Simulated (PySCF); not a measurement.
Isomers of C4H7B, mass 66.064 u with the commonest isotopes. The calculation used PBE0-D3(BJ)/def2-SVP geometry optimisation, gas phase in PySCF 2.14.0. One conformer each, none proved a minimum here; rigid rotors.

**Question.** Order these by out-of-plane moment Σ m c² = (Ia + Ib − Ic)/2, largest first.
A. `[BH2:1][C@@H:2]1[CH2:3][C:4]1=[CH2:5]` with H–B1–C2–C3 -175° and 8°
B. `[BH2:1][C@H:2]1[CH:3]=[CH:4][CH2:5]1` with H–B1–C2–C3 38° and -148°
C. `[BH2:1]/[CH:2]=[CH:3]\[CH:4]=[CH2:5]` with C2–C3–C4–C5 180°
D. `C#CB(C)C` (BMe2(CCH))

**Answer.** A (11.71 u·Å²), B (7.28 u·Å²), D (3.09 u·Å²), C (0.00 u·Å²).

**Question.** Order these by rotational constant C, largest first.
A. `[BH2:1]/[CH:2]=[CH:3]\[CH:4]=[CH2:5]` with C2–C3–C4–C5 180°
B. `[BH2:1]/[CH:2]=[CH:3]/[CH:4]=[CH2:5]` with C2–C3–C4–C5 -179°
C. `C(#CBC)C`
D. `[BH2:1][C@@H:2]1[CH2:3][C:4]1=[CH2:5]` with H–B1–C2–C3 -175° and 8°
E. BMe2(CCH) (`CB(C#C)C`)
F. `[BH2:1][C@H:2]1[CH:3]=[CH:4][CH2:5]1` with H–B1–C2–C3 38° and -148°

**Answer.** F (3636 MHz), D (3534 MHz), E (2465 MHz), A (2384 MHz), B (2127 MHz), C (1821 MHz).

**Question.** Order these by rotational constant B, smallest first.
A. `[BH2:1][C@H:2]1[CH:3]=[CH:4][CH2:5]1` with H–B1–C2–C3 38° and -148°
B. `C(#C)B(C)C` (BMe2(CCH))
C. `[BH2:1]/[CH:2]=[CH:3]\[CH:4]=[CH2:5]` with C2–C3–C4–C5 180°
D. `CBC#CC`
E. `[BH2:1]/[CH:2]=[CH:3]/[CH:4]=[CH2:5]` with C2–C3–C4–C5 -179°

**Answer.** D (1913 MHz), E (2299 MHz), C (2789 MHz), B (3501 MHz), A (4719 MHz).

```tsv
SMILES	point group	Ia (u·Å²)	Ib (u·Å²)	Ic (u·Å²)	κ	μa (D)	μb (D)	μc (D)
B[C@H]1C=CC1	–	46.45	107.09	138.98	-0.70	0.46	0.13	0.39
C#CB(C)C	C2	66.87	144.36	205.05	-0.59	0.01	0.00	0.00
CBC#CC	near Cs	19.53	264.22	277.50	-0.99	1.39	0.82	0.01
B/C=C\C=C	Cs	30.83	181.18	212.01	-0.94	1.82	0.75	0.00
B[C@@H]1CC1=C	C1	60.19	106.23	143.00	-0.50	0.75	0.80	0.39
B/C=C/C=C	–	17.81	219.80	237.60	-0.99	2.35	0.23	0.00
```
